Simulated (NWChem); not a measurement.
Molecule: C2H3BF2O; SMILES O=CCB(F)F

```xyz
9

O      0.0070     1.6554    -0.9831
C     -0.0030     1.6724     0.2196
C     -0.0064     0.4274     1.0679
B     -0.0006    -0.8406     0.1336
F     -1.1225    -1.4009    -0.2703
F      1.1261    -1.3994    -0.2586
H     -0.0103     2.6444     0.7759
H      0.8744     0.4607     1.7322
H     -0.8929     0.4593     1.7245
```
Atoms are numbered in this order, from 1.

All runs: NWChem. The geometry was optimised at PBE0/def2-SVP.

Taking PBE/pcseg-2 as the yardstick, which of these has the fewest basis functions while keeping “highest occupied level (eV)” within 0.2 eV of it: PBE/STO-3G; PBE/aug-pcseg-1; PBE/def2-SVP; PBE/pcseg-1?

PBE/pcseg-1.
```csv
level,basis functions,highest occupied level (eV),relative time (rough)
PBE/STO-3G,33,-2.49,1
PBE/pcseg-1,99,-6.34,4
PBE/def2-SVP,99,-6.17,2
PBE/aug-pcseg-1,165,-6.43,10
PBE/pcseg-2,222,-6.42,10
```

The yardstick is one finite set, not the basis-set limit.
